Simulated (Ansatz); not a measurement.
Reaction (formal exchange of groups at the Sn–O bond): `[OH][SnH]([F])[O][SiH3]` + `CCl` → `[OH][SnH]([F])[CH2]Cl` + `O[SiH3]`

Computed with Ansatz on PBE0-D4/def2-TZVP structures; ΔE is electronic, products minus reactants. CCSD(T)/CBS adds triple-zeta CCSD(T) − MP2 to the extrapolated MP2 energy (def2 sets, frozen cores). This one scheme is used for every species. Functionals use def2-TZVPP. HSE06 is defined as in plane-wave codes. def2 core potentials past Kr. For Sn outer-core shells are correlated without core-valence functions, which leaves a few kJ/mol of doubt a bond. One conformer a species, not always the lowest.

CCSD(T)/CBS gives +68.9 kJ/mol.

(1) Another level gave +61.6 kJ/mol. Which?
A. LC-ωPBE/def2-TZVPP
B. HSE06/def2-TZVPP
C. HF/def2-TZVPP
D. B97M-V/def2-TZVPP

Largest T1 diagnostic among the species: 0.014.

## Answers

(1) B. HSE06 61.6, B97M-V 74.6, LC-ωPBE 68.6, HF/def2-TZVPP 89.5 kJ/mol.

From BLYP to BHLYP (50 % exact exchange), in def2-TZVPP and without D4, ΔE moves by +8.6 kJ/mol. In def2-TZVPP, CCSD(T) changes the Hartree–Fock value by −21.6 kJ/mol (the triples alone add −2.0 kJ/mol) and MP2 by −23.1 kJ/mol.

CCSD(T)/CBS has its own doubt, a few kJ/mol and more with outer-core shells, so smaller differences from it don't rank the levels.
